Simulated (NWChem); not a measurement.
Lowest excitation of H₄N₂Si

```xyz
7

Si     0.0000     0.0000    -0.6665
N      1.3245     0.0000     0.4435
H      1.2910     0.0000     1.4591
H      2.2784     0.0000     0.1014
N     -1.3245     0.0000     0.4435
H     -2.2784     0.0000     0.1014
H     -1.2910     0.0000     1.4591
```
Charge 0, spin multiplicity 1.

Program: NWChem. The geometry was optimised at PBE0/def2-SVP, a minimum by its harmonic frequencies. It is one conformer; others weren't searched.

Basis set: def2-SVPD.

The correlated methods keep 7 core orbitals frozen. B3LYP has NWChem's definition, with VWN1-RPA local correlation. The structure started from a generated list of species. Coupled-cluster values serve here as a point of comparison, not as the truth.

Problem. For the lowest vertical singlet excitation energy, CIS gives 5.63 eV and TD-PBE gives 5.20 eV. What do TDA-PBE0, TD-B3LYP, EOM-CCSD give?

Solution. TDA-PBE0: 5.49 eV; TD-B3LYP: 5.28 eV; EOM-CCSD: 5.45 eV.
